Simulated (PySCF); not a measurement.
# Radial density of Ne²⁺ (neon, charge +2)

UHF, [He] 2s1 2p4 3s1, high-spin 5P determinant (an excited configuration). Calculation: PySCF 2.14, in aug-cc-pV5Z; the non-relativistic Hamiltonian (point nucleus).

| r (bohr) | 4πr²ρ (e/bohr) | 4πr²(ρα − ρβ) |
| --- | --- | --- |
| 0.00250 | 0.04566 | 0.0017 |
| 0.00421 | 0.1249 | 0.0048 |
| 0.00707 | 0.3336 | 0.0127 |
| 0.0119 | 0.8575 | 0.0327 |
| 0.0200 | 2.064 | 0.0782 |
| 0.0337 | 4.453 | 0.1670 |
| 0.0566 | 8.013 | 0.2936 |
| 0.0952 | 10.70 | 0.3841 |
| 0.160 | 9.066 | 0.4564 |
| 0.269 | 5.313 | 1.2776 |
| 0.453 | 5.864 | 3.4315 |
| 0.762 | 5.517 | 3.4714 |
| 1.28 | 1.627 | 0.9591 |
| 2.16 | 0.5609 | 0.5184 |
| 3.63 | 0.1773 | 0.1772 |
| 6.10 | 0.004118 | 0.0041 |

The outer electron is Rydberg-like, and this basis confines it to a smaller radius and binds it less than a complete one would.
